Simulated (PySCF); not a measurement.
Two species compared at the same levels of theory.

First species: C7H9OPS.
Structure used (GFN2-xTB), in Å, numbered top down from 1:
```
atom  x, y, z in Å
C1     2.6326   -1.8033    0.0533
O2     1.2952   -1.3674    0.0426
C3     1.0785   -0.0350   -0.0277
S4     2.4080    1.0806   -0.1150
C5     1.4091    2.4756   -0.1738
P6    -0.2772    2.2744   -0.1333
C7    -0.1780    0.5021   -0.0345
C8    -1.3796   -0.3531    0.0423
C9    -2.6245    0.0567   -0.6946
C10   -2.5838    0.1420    0.7947
H11    2.5949   -2.8887    0.1223
H12    3.1525   -1.5096   -0.8648
H13    3.1747   -1.3973    0.9140
H14    1.9180    3.4204   -0.2347
H15   -1.1501   -1.4098    0.0956
H16   -3.2234   -0.7145   -1.1550
H17   -2.5862    0.9811   -1.2536
H18   -2.5166    1.1240    1.2416
H19   -3.1541   -0.5688    1.3730
```

Second species: C₈H₁₀NP.
Numbering: `[CH3:1][c:2]1[cH:3][p:4][c:5]([CH:6]2[CH2:7][CH2:8]2)[cH:9][n:10]1` (hydrogens: H11, H12, H13 on C1; H14 on C3; H15 on C6; H16, H17 on C7; H18, H19 on C8; H20 on C9)

Cartesian coordinates in Å at the GFN2-xTB level; atoms count from 1:
```xyz
20
C8H10NP angstrom
C      3.7149   -0.3592   -0.3603
C      2.2235   -0.2465   -0.2429
C      1.5096   -1.1907    0.4786
P     -0.2049   -1.1852    0.6974
C     -0.5983    0.2644   -0.2043
C     -2.0072    0.6897   -0.3072
C     -2.9368    0.4787    0.8595
C     -3.0990   -0.3466   -0.3691
C      0.3866    1.0221   -0.8208
N      1.6853    0.8007   -0.8520
H      4.1864    0.1582    0.4751
H      4.0425    0.1163   -1.2805
H      4.0337   -1.3985   -0.3455
H      2.0534   -2.0049    0.9429
H     -2.1520    1.5903   -0.8937
H     -3.6684    1.2425    1.0751
H     -2.5205    0.0045    1.7377
H     -2.7951   -1.3836   -0.3283
H     -3.9441   -0.1591   -1.0141
H      0.0851    1.9173   -1.3592
```

Levels: PBE0/pcSseg-1 for dipole moment, HOMO energy, LUMO energy and HOMO–LUMO gap; GFN2-xTB for rotational constant A and rotational constant C. Geometries: GFN2-xTB. Each species is one conformer at its optimised geometry, gas phase, non-relativistic unless stated. Electronic properties by PySCF.

Dipoles, sizes and rotational constants follow the conformer. The torsions of the flexible species, by atom-mapped SMILES:
- `[CH3:1][O:2][c:3]1[s:4][cH:5][p:6][c:7]1[CH:8]1[CH2:9][CH2:10]1`: C1–O2–C3–S4 1°, P6–C7–C8–C9 34°
- `[CH3:1][c:2]1[cH:3][p:4][c:5]([CH:6]2[CH2:7][CH2:8]2)[cH:9][n:10]1`: P4–C5–C6–C7 35°

Values for the first species:

```
Dipole moment         : 2.52 D
HOMO energy           : -6.15 eV
LUMO energy           : -1.12 eV
HOMO–LUMO gap         : 5.03 eV
Rotational constant A : 1.467 GHz
Rotational constant C : 0.570 GHz
```

(1) Estimate the same properties for the second species, and the change in each.

## Answers

(1) 
```csv
property,first,second,second less first
dipole moment,2.52 D,0.89 D,-1.63 D
HOMO energy,-6.15 eV,-6.97 eV,-0.82 eV
LUMO energy,-1.12 eV,-1.90 eV,-0.78 eV
HOMO–LUMO gap,5.03 eV,5.07 eV,+0.04 eV
rotational constant A,1.467 GHz,3.135 GHz,+1.668 GHz
rotational constant C,0.570 GHz,0.619 GHz,+0.049 GHz
```

On the first: The dipole matches unit charges of opposite sign 0.52 Å apart (1 e·Å = 4.8032 D).

On the second: In atomic units the dipole is 0.35 e·bohr (1 au = 2.5417 D).
